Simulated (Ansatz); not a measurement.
A nudged elastic band was laid between two geometries of CH7AlO2Si (12 atoms, charge 0, multiplicity 1).

Level of theory: RKS PBE0/def2-SVP (Ansatz 0.2.0).

| Property | Result |
| --- | --- |
| movable images | 5 |
| climbing image | yes |
| spring | 5.0 eV/Å² |
| optimiser | quadratic models (default) |
| start path | IDPP |
| force threshold | 0.03 eV/Å |
| iteration limit | 60 |
| end points | relaxed |

Image 0:

```xyz
12
Properties=species:S:1:pos:R:3
C -2.533 0.021 -0.728
Al -0.654 0.456 -0.981
O 0.487 0.102 0.239
Si 1.707 -0.326 1.251
O 3.127 -0.608 0.435
H -2.726 -0.504 0.220
H -3.150 0.937 -0.740
H -2.905 -0.612 -1.552
H -0.089 1.164 -2.284
H 1.396 -1.614 1.924
H 1.881 0.778 2.243
H 3.535 0.151 0.008
```

Image 6:

```xyz
12
Properties=species:S:1:pos:R:3
C -2.553 0.117 -0.530
Al -0.739 0.792 -0.731
O 0.532 0.132 0.197
Si 1.781 -0.600 0.973
O 3.118 -0.745 -0.001
H -3.117 0.746 0.181
H -3.105 0.147 -1.484
H -2.579 -0.914 -0.144
H -0.347 1.981 -1.706
H 1.423 -1.996 1.334
H 2.100 0.212 2.187
H 3.561 0.073 -0.242
```

**Question.** What changes between the two ends?

**Answer.** No bond is made or broken. The dihedral H8–C1–Al2–H9 goes from 56 to 157°.

**Question.** What energy profile does the band end with?

**Answer.** The run converged. The highest image is number 4 of 0 to 6, 0.4 kJ/mol above the ends, which have the same energy within 2 meV. The top lies less than 8 meV above the higher end, about what the thresholds resolve: that end is a shoulder or a very shallow well. A vibrational analysis at the climbing image gives one clearly imaginary mode, 43i cm⁻¹: a first-order saddle point.

```json
{"image": "0", "path coordinate (Å)": "0.00", "energy (kJ/mol)": "0.0", "dihedral H8–C1–Al2–H9 (°)": "56"}
{"image": "1", "path coordinate (Å)": "0.46", "energy (kJ/mol)": "0.0", "dihedral H8–C1–Al2–H9 (°)": "72"}
{"image": "2", "path coordinate (Å)": "0.93", "energy (kJ/mol)": "0.2", "dihedral H8–C1–Al2–H9 (°)": "89"}
{"image": "3", "path coordinate (Å)": "1.39", "energy (kJ/mol)": "0.3", "dihedral H8–C1–Al2–H9 (°)": "107"}
{"image": "4", "path coordinate (Å)": "1.85", "energy (kJ/mol)": "0.4", "dihedral H8–C1–Al2–H9 (°)": "124"}
{"image": "5", "path coordinate (Å)": "2.32", "energy (kJ/mol)": "0.3", "dihedral H8–C1–Al2–H9 (°)": "141"}
{"image": "6", "path coordinate (Å)": "2.79", "energy (kJ/mol)": "0.2", "dihedral H8–C1–Al2–H9 (°)": "157"}
```

**Question.** What is the geometry of the highest image?

**Answer.** 
```xyz
12
Properties=species:S:1:pos:R:3
C -2.559 0.163 -0.530
Al -0.723 0.759 -0.772
O 0.515 0.104 0.202
Si 1.768 -0.602 0.993
O 3.114 -0.740 0.030
H -2.918 0.382 0.490
H -3.250 0.642 -1.242
H -2.643 -0.930 -0.658
H -0.270 1.860 -1.819
H 1.429 -2.000 1.367
H 2.072 0.225 2.201
H 3.542 0.081 -0.228
```

Time of the run: 48 s on 2 threads of Arm Neoverse V2, with other jobs on the host, peak memory 0.24 GiB.
